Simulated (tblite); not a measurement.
Isomers of C6H4ClO2 (doublet state). Method: GFN2-xTB as coded in tblite; computed harmonic values from a numerical Hessian at the method's own geometry, unscaled. Errors from tens to a few hundred cm⁻¹ against measured bands are possible. One conformer each. Open shells enter through the occupations alone, without spin polarisation, and single modes of such species can be off by tens of per cent.

Electronic energies: GFN2-xTB at the same geometries; isomer energies are rough at this level and their order can be wrong.

| SMILES | electronic energy, lowest = 0 (kcal/mol) |
| --- | --- |
| Oc1c[c]c(Cl)cc1O | 35.2 |
| [O]c1cc(Cl)ccc1O | 1.4 |
| [O]c1ccc(Cl)cc1O | 0.0 |
| Oc1[c]c(Cl)ccc1O | 34.6 |

Question: How do GFN2-xTB zero-point energies change the relative energies?

Answer: 
```csv
SMILES,ZPE (kcal/mol),of it from modes above 1550 cm⁻¹,electronic (kcal/mol),"with ZPE, lowest = 0 (kcal/mol)",lowest mode (cm⁻¹),rings
[O]c1ccc(Cl)cc1O,52.5,22.3,0.0,0.0,105,1
[O]c1cc(Cl)ccc1O,52.4,20.0,1.4,1.2,109,1
Oc1[c]c(Cl)ccc1O,51.9,21.2,34.6,34.0,110,1
Oc1c[c]c(Cl)cc1O,51.9,21.2,35.2,34.5,110,1
```

The zero-point energies span 0.6 kcal/mol, from `Oc1c[c]c(Cl)cc1O` to `[O]c1ccc(Cl)cc1O`. The order is unchanged.

Question: What do entropy and thermal enthalpy add at 298.15 K and 1 bar (rigid rotor, harmonic oscillator, one conformer each)?

Answer: 
```tsv
SMILES	point group	symmetry number	S (cal/(mol K))	H − H(0) (kcal/mol)	ZPE + H − H(0) − TS (kcal/mol)
[O]c1ccc(Cl)cc1O	Cs	1	88.1	5.38	31.6
[O]c1cc(Cl)ccc1O	Cs	1	88.1	5.38	31.5
Oc1[c]c(Cl)ccc1O	Cs	1	89.8	5.70	30.9
Oc1c[c]c(Cl)cc1O	Cs	1	89.6	5.68	30.8
```

S holds R ln(2S + 1) for the spin.
